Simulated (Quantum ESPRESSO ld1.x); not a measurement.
Values are calculated unless marked as measured or tabulated.
Species: the tantalum ion Ta2+. Configuration: [Kr] 4d10 4f14 5s1.75 5p6 5d3 6d0.25 (fractional occupations, a model configuration).

Level of theory: Dirac Kohn-Sham, BLYP, spin-unpolarised, spherical densities, point nucleus; open shells fill j = l - 1/2 first (ld1.x of Quantum ESPRESSO 7.5).

Energy parts (hartree):
| part | energy |
|---|---|
| total | -15625.27 |
| kinetic | 17545.24 |
| electron-nucleus | -38928.45 |
| Hartree | 6075.73 |
| exchange-correlation | -317.80 |

Orbitals (lengths in bohr, moments of r in powers of bohr; <r^-3> diverges for s and p1/2; r(max) is where P^2 peaks):
| orbital | occ. | eigenvalue (hartree) | <r^-3> | r(max) |
|---|---|---|---|---|
| 1s1/2 | 2 | -2473.40 | - | 0.01167 |
| 2s1/2 | 2 | -425.215 | - | 0.06703 |
| 2p1/2 | 2 | -406.383 | - | 0.04992 |
| 2p3/2 | 4 | -359.684 | 15580 | 0.05665 |
| 3s1/2 | 2 | -97.8989 | - | 0.1889 |
| 3p1/2 | 2 | -89.5369 | - | 0.1770 |
| 3p3/2 | 4 | -79.4840 | 3503 | 0.1908 |
| 3d3/2 | 4 | -65.3761 | 604.3 | 0.1496 |
| 3d5/2 | 6 | -63.1865 | 516.4 | 0.1535 |
| 4s1/2 | 2 | -20.4729 | - | 0.4292 |
| 4p1/2 | 2 | -17.0275 | - | 0.4294 |
| 4p3/2 | 4 | -14.7114 | 807.2 | 0.4587 |
| 4d3/2 | 4 | -9.05352 | 121.4 | 0.4563 |
| 4d5/2 | 6 | -8.62811 | 101.6 | 0.4656 |
| 4f5/2 | 6 | -1.59718 | 17.81 | 0.4385 |
| 4f7/2 | 8 | -1.52417 | 16.96 | 0.4435 |
| 5s1/2 | 1.75 | -3.32111 | - | 0.9880 |
| 5p1/2 | 2 | -2.31983 | - | 1.064 |
| 5p3/2 | 4 | -1.99386 | 111.4 | 1.149 |
| 5d3/2 | 3 | -0.74108 | 7.899 | 1.512 |
| 5d5/2 | 0 | -0.71430 | 6.433 | 1.557 |
| 6d3/2 | 0.25 | -0.26353 | 1.140 | 5.061 |
| 6d5/2 | 0 | -0.25957 | 0.9737 | 5.160 |

The highest occupied level is 6d3/2 at -7.171 eV. The configuration is held as typed, so some empty levels lie below it. Summed over all electrons, <r^2> = 48.66 bohr^2, which gives a Langevin (diamagnetic) susceptibility term of -38.5 x 10^-6 cm^3/mol.
